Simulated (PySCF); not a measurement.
Two species compared at the same levels of theory.

First species: CH4FPSi.
SMILES: `[H]/P=C(/F)[SiH3]`

Second species: (E)-acetaldoxime, C₂H₅NO.
SMILES: `C/C=N/O`

Levels: CAM-B3LYP/def2-SVPD for dipole moment, HOMO energy, LUMO energy, HOMO–LUMO gap, static isotropic polarisability and electronic spatial extent ⟨r²⟩ about the centre of nuclear charge; TDDFT CAM-B3LYP/def2-SVPD for lowest singlet excitation; TDA CAM-B3LYP/def2-SVPD for lowest triplet excitation (Tamm–Dancoff); GFN2-xTB for rotational constant A and rotational constant C. Geometries: GFN2-xTB. All species are isolated and taken at one optimised geometry, non-relativistic unless stated; the electronic structure was computed with PySCF and density fitting.

Dipoles, sizes and rotational constants follow the conformer. The torsions of the flexible species, by atom-mapped SMILES:
- `[CH3:1]/[CH:2]=[N:3]/[OH:4]`: H–O4–N3–C2 180°

(1) Which of the two has the higher rotational constant A, and by how much?

(2) Which has the higher ⟨r²⟩?

(3) Which of the two has the higher S1 energy, and by how much?

(4) Which of the two has the higher HOMO–LUMO gap, and by how much?

(5) Which has the higher rotational constant C?

(6) Which of the two has the higher static isotropic polarisability, and by how much?

(7) Which has the higher dipole moment?

(8) Which has the higher HOMO energy?

Results:

(1) The second: 47.981 GHz against 6.922 GHz, a difference of 41.059 GHz.

(2) The first: 560 bohr² against 329 bohr², a difference of 231 bohr².

(3) The second: 6.04 eV against 4.67 eV, a difference of 1.37 eV.

(4) The second: 10.22 eV against 7.86 eV, a difference of 2.36 eV.

(5) The second: 3.970 GHz against 2.081 GHz, a difference of 1.889 GHz.

(6) The first: 67.5 au against 40.6 au, a difference of 26.9 au.

(7) The first: 1.89 D against 0.88 D, a difference of 1.01 D.

(8) The first: -8.77 eV against -8.95 eV, a difference of 0.18 eV.

On the first: The vertical singlet–triplet gap S1 − T1 is 2.09 eV (TDDFT singlet less Tamm–Dancoff triplet; S1: HOMO−1→LUMO, weight 0.98; T1: HOMO→LUMO, weight 0.97). S1 lies 3.19 eV below the HOMO–LUMO gap; its leading configuration is HOMO−1→LUMO, weight 0.98.

On the second: S1 lies 4.18 eV below the HOMO–LUMO gap; its leading configuration is HOMO−1→LUMO, weight 0.98. The polarisability is 6.02 Å³ as a volume (1 au = 0.148185 Å³), or 1.27 au for each of the 32 electrons.
